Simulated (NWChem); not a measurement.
# RbCl; SMILES [Cl][Rb]

All runs: NWChem. The geometry was optimised at PBE0/def2-SVP. def2 effective core potentials on Rb; no spin-orbit coupling. Level PBE/def2-SVP: single points from the atomic guess with DIIS by default; each run changes one setting, and all converged runs end within 0.3 mHa of each other. cgmin counts macro-iterations, each dearer than a DIIS step. NWChem's automatic level shift, which a small gap switches on, acted in some of these runs.

**Question.** Which setting needs the most SCF iterations, or fails (occupation smearing of 0.005 Ha; quadratically convergent solver (cgmin); defaults; DIIS on 20 Fock matrices; core-Hamiltonian guess)?

**Answer.** core-Hamiltonian guess, with 33 against 9 for the defaults.
```csv
setting,SCF iterations
defaults,9
core-Hamiltonian guess,33
DIIS on 20 Fock matrices,7
occupation smearing of 0.005 Ha,9
quadratically convergent solver (cgmin),8
```
